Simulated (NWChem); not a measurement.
Species: MgF2; SMILES [Mg]([F])[F]

```xyz
3

Mg     0.0000     0.0000     0.0000
F      0.0000     0.0000     1.7353
F      0.0000     0.0000    -1.7353
```
Atoms are numbered in this order, from 1.

Computed with NWChem. Pople sets run with spherical d functions. All runs use the structure optimised with B3LYP/6-31G* (spherical d).

Predict the results for PBE0/6-31G*. Quantities: highest occupied level (eV); orbital gap (eV).

The highest occupied level (eV) is -9.70 and the orbital gap (eV) comes out as 8.22.
